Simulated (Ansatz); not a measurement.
`[GeH3][SiH2][GeH3]` at its PBE0-D4/def2-TZVP geometry, where that method's forces vanish. Total charge 0; spin multiplicity 1.

```xyz
11

Ge   -1.4855    1.2721    0.3497
Si   -0.0959   -0.1209   -0.9870
Ge    1.5540   -1.1856    0.3553
H    -2.5611    1.9702   -0.4996
H    -0.6386    2.3504    1.0467
H    -2.1868    0.4352    1.4330
H     0.5696    0.6998   -2.0359
H    -0.9292   -1.1531   -1.6630
H     0.8801   -2.0461    1.4375
H     2.4284   -0.1305    1.0539
H     2.4650   -2.0913   -0.4906
```

Task: What forces (eV/Å) does r2SCAN-D4/def2-TZVPP give on these atoms in Ansatz 0.2.0? (Estimate.)

Result: The calculation gave: 
```
Ge1 -0.005  0.005  0.008
Si2  0.003  0.003  0.027
Ge3  0.006 -0.003  0.008
H4   0.046 -0.027  0.048
H5  -0.050 -0.047 -0.029
H6   0.028  0.050 -0.048
H7  -0.011 -0.014  0.011
H8   0.013  0.016  0.005
H9   0.043  0.038 -0.048
H10 -0.036 -0.059 -0.029
H11 -0.036  0.039  0.048
```
